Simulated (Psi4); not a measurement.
C2H7InOS2, singlet, at a GFN2-xTB geometry (such geometries of metal compounds can be far from the true shape) (core potentials on In); PBE0/def2-TZVPP in Psi4.

Psi4 was given this input:
```
memory 2 GB

molecule {
0 1
  In    0.14748983    0.29736570    0.26302340
  O     0.37472676    2.09197759    1.02048121
  H    -0.07883380    2.83882092    0.63386113
  S    -1.34027161    0.03969722   -1.69119476
  C    -1.88640748    1.76484450   -1.92328695
  H    -2.42151828    2.11257282   -1.04201018
  H    -2.55873703    1.74697220   -2.77605461
  H    -1.03348254    2.40389503   -2.14247734
  S     1.36511588   -1.53240909    1.31478246
  C     0.78667336   -2.91952486    0.26694176
  H    -0.28521456   -3.06011574    0.38270873
  H     1.31425921   -3.79721816    0.62791634
  H     1.03960716   -2.74019549   -0.77527284
}

set basis def2-tzvpp

energy('pbe0')
print_variables()
```

Task: What does Psi4 print? Leave out banner, timings and long lists.

Result: 
```
   => Loading Basis Set <=

    Name: DEF2-TZVPP
    Role: ORBITAL
    Keyword: BASIS

    !!!  WARNING: ECP capability is in beta. Please check occupations closely.  !!!

         ---------------------------------------------------------
                                   SCF
               by Justin Turney, Rob Parrish, Andy Simmonett
                          and Daniel G. A. Smith
                              RKS Reference
         ---------------------------------------------------------

  ==> Geometry <==

    Molecular point group: c1
    Full point group: C1

    Geometry (in Angstrom), charge = 0, multiplicity = 1:

       Center              X                  Y                   Z               Mass
    ------------   -----------------  -----------------  -----------------  -----------------
         IN           0.118791078528     0.272801144311     0.220956010540   114.903878776000
         O            0.346028008528     2.067413034311     0.978413820540    15.994914619570
         H           -0.107532551472     2.814256364311     0.591793740540     1.007825032230
         S           -1.368970361472     0.015132664311    -1.733262149460    31.972071174400
         C           -1.915106231472     1.740279944311    -1.965354339460    12.000000000000
         H           -2.450217031472     2.088008264311    -1.084077569460     1.007825032230
         H           -2.587435781472     1.722407644311    -2.818121999460     1.007825032230
         H           -1.062181291472     2.379330474311    -2.184544729460     1.007825032230
         S            1.336417128528    -1.556973645689     1.272715070540    31.972071174400
         C            0.757974608528    -2.944089415689     0.224874370540    12.000000000000
         H           -0.313913311472    -3.084680295689     0.340641340540     1.007825032230
         H            1.285560458528    -3.821782715689     0.585848950540     1.007825032230
         H            1.010908408528    -2.764760045689    -0.817340229460     1.007825032230

  Running in c1 symmetry.

  Rotational constants: A =      0.07382  B =      0.03109  C =      0.02206 [cm^-1]
  Rotational constants: A =   2213.00979  B =    932.16560  C =    661.45936 [MHz]
  Nuclear repulsion =  483.106977663269276

  Charge       = 0
  Multiplicity = 1
  Electrons    = 80
  Nalpha       = 40
  Nbeta        = 40

  ==> Algorithm <==

  SCF Algorithm Type is DF.
  DIIS enabled.
  MOM disabled.
  Fractional occupation disabled.
[...]
   @DF-RKS iter   5: -1141.87686943011136   -3.10714e-03   1.92636e-04 ADIIS/DIIS
   @DF-RKS iter   6: -1141.87868417984760   -1.81475e-03   4.76898e-05 DIIS
   @DF-RKS iter   7: -1141.87879587458133   -1.11695e-04   1.42190e-05 DIIS
   @DF-RKS iter   8: -1141.87880491678311   -9.04220e-06   4.11384e-06 DIIS
   @DF-RKS iter   9: -1141.87880587290374   -9.56121e-07   1.07745e-06 DIIS
   @DF-RKS iter  10: -1141.87880593302543   -6.01217e-08   2.34186e-07 DIIS
  Energy and wave function converged.

  ==> Post-Iterations <==

   Electrons on quadrature grid:
      Ntotal   =   79.9999842325 ; deviation = -1.577e-05

    Orbital Energies [Eh]
    ---------------------

    Doubly Occupied:

[...]
      40A     -0.252224

    Virtual:

[...]
    Final Occupation by Irrep:
              A
    DOCC [    40 ]
    NA   [    40 ]
    NB   [    40 ]

  @DF-RKS Final Energy: -1141.87880593302543

   => Energetics <=

    Nuclear Repulsion Energy =            483.1069776632692765
    One-Electron Energy =               -2609.5814455156641998
    Two-Electron Energy =                1052.6487281970055392
    DFT Exchange-Correlation Energy =     -68.0530662776360487
    Empirical Dispersion Energy =           0.0000000000000000
    VV10 Nonlocal Energy =                  0.0000000000000000
    Total Energy =                      -1141.8788059330254328

Computation Completed

Properties will be evaluated at   0.000000,   0.000000,   0.000000 [a0]

Properties computed using the SCF density matrix

 Multipole Moments:

 ------------------------------------------------------------------------------------
     Multipole            Electronic (a.u.)      Nuclear  (a.u.)        Total (a.u.)
 ------------------------------------------------------------------------------------

 L = 1.  Multiply by 2.5417464519 to convert [e a0] to [Debye]
 Dipole X            :         11.5835680          -12.1426541           -0.5590861
 Dipole Y            :         19.5972673          -19.4479360            0.1493312
 Dipole Z            :         19.6255636          -20.2768497           -0.6512861
 Magnitude           :                                                    0.8712352

 ------------------------------------------------------------------------------------

  Variable Map:
  ----------------------------------------------------------------------------
[...]
  Array Variable Map:
  ----------------------------------------------------------------------------
[...]
[...]
```
